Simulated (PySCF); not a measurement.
Mo(S)2(OH)(SH) (H₂MoOS₃), SMILES [S]=[Mo]([SH])([OH])=[S], multiplicity 1. Atoms are numbered in the order given.

```xyz
7

Mo     0.0615     0.0802    -0.1960
S      0.3322     1.8471     0.9389
S      1.5585    -1.3468     0.2386
O      0.0039     0.5146    -2.0139
H      0.2941    -0.0993    -2.7058
S     -1.9070    -0.9722     0.4795
H     -2.6478     0.1635     0.5380
```
Charge 0, spin multiplicity 1.

Geometry optimised at B3LYP-D3(BJ)/def2-SVP. The spin state was assumed, not searched. The def2 effective core potentials stand for the cores of Mo; spin–orbit coupling is left out. The values are those of a single conformer.

Level of theory: CAM-B3LYP/def2-TZVP run with PySCF.

ESP charges are fitted to the potential on shells at 1.4 to 2.0 van der Waals radii. Atomic charges (e):

| atom | Mulliken | ESP fit |
|---|---|---|
| Mo1 | 1.12 | 0.29 |
| S2 | -0.32 | -0.12 |
| S3 | -0.30 | -0.08 |
| O4 | -0.68 | -0.48 |
| H5 | 0.36 | 0.42 |
| S6 | -0.34 | -0.23 |
| H7 | 0.17 | 0.21 |
